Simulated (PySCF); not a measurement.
# Ionisation energy of Nb by level of theory

Nb [Kr] 4d4 5s1 (6D) → Nb+ [Kr] 4d4 (5D), as a difference of total energies. Computed with PySCF 2.14 in cc-pVDZ-PP with ECP28MDF, with scalar relativity through the core potential. Correlated levels: valence: 4s2 4p6 frozen. The calculations carry no spin-orbit coupling.

```json
{"method": "UHF", "ionisation energy (eV)": "5.998"}
{"method": "PBE0", "ionisation energy (eV)": "6.928"}
{"method": "MP2 (valence)", "ionisation energy (eV)": "6.366"}
{"method": "SCS-MP2 (valence)", "ionisation energy (eV)": "6.121"}
```

Errors of the correlated levels include the incompleteness of this basis and the frozen core.

Which method comes closest to the reference value, and which is furthest?

The reference is 6.776 eV (measured; NIST levels, between the centres of gravity of the two terms). Closest: PBE0 (error 0.152 eV); furthest: UHF (error -0.778 eV).
